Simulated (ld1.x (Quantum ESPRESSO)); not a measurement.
**Which change was made? (Sb, TM)**

| Item | Value |
| --- | --- |
| Element | Sb |
| Generator | ld1.x (Quantum ESPRESSO) 7.5 |
| Type | norm-conserving Troullier–Martins (Kleinman–Bylander form) |
| Functional | PBE |
| Relativity | fully relativistic |
| Frozen core | [Kr] 4d10 |
| Valence charge | 5 |
| Reference configuration | 5s2 5p3 |
| Partial waves | 5p (bound): rc 2.25 bohr; 5s (bound): rc 1.95 bohr |
| Local potential | the s channel |
| Core correction | a·sin(br)/r model core, default radius (core density twice the valence density) |

Open shells are filled in proportion to 2j + 1 (rel_dist='average').

Cutoffs, loose and tight: the cutoffs (Ry, on a coarse ladder) from which the occupation-weighted sum of valence levels, in a spherical-Bessel basis at the reference potential, stays within 10 and 1 mRy of its value at 400 Ry. They do not see the model core or the augmentation charge, which bear on the density cutoff. Test errors are all-electron minus pseudo excitation energies from the reference, over the configurations 5s2 5p2; 5s2 5p1; 5s2 5p0; 5s2 5p3.3; 5s1 5p4; 5s1 5p0; 5s2 5p2.5; variants that change the core or the reference have their own tests.

The base gives: outcome: generated; cutoff, loose: 25 Ry; cutoff, tight: 35 Ry; bound ghosts: none; largest test error (meV): -452.

Question: After one change the result is: outcome: generated; cutoff, loose: 50 Ry; cutoff, tight: 110 Ry; bound ghosts: none; largest test error (meV): -411. Which change was it?
A. wave 5s (bound): rc 1.95 bohr becomes 5s (bound): rc 2.52 bohr
B. wave 5s (bound): rc 1.95 bohr becomes 5s (bound): rc 1.26 bohr
C. wave 5s (bound): rc 1.95 bohr becomes 5s (bound): rc 1.50 bohr
D. wave 5s (bound): rc 1.95 bohr becomes 5s (bound): rc 2.26 bohr
E. wave 5s (bound): rc 1.95 bohr becomes 5s (bound): rc 2.92 bohr

Answer: C. The others give: wave 5s (bound): rc 1.95 bohr becomes 5s (bound): rc 2.26 bohr → outcome: generated; cutoff, loose: 21 Ry; cutoff, tight: 30 Ry; bound ghosts: none; largest test error (meV): -442 | wave 5s (bound): rc 1.95 bohr becomes 5s (bound): rc 1.26 bohr → outcome: generated; cutoff, loose: 140 Ry; cutoff, tight: 230 Ry; bound ghosts: p3/2, p1/2, s (extra level of the local part); largest test error (meV): -16 | wave 5s (bound): rc 1.95 bohr becomes 5s (bound): rc 2.52 bohr → outcome: generated; cutoff, loose: 18 Ry; cutoff, tight: 30 Ry; bound ghosts: none; largest test error (meV): -429 | wave 5s (bound): rc 1.95 bohr becomes 5s (bound): rc 2.92 bohr → outcome: generated; cutoff, loose: 15 Ry; cutoff, tight: 25 Ry; bound ghosts: none; largest test error (meV): -411.
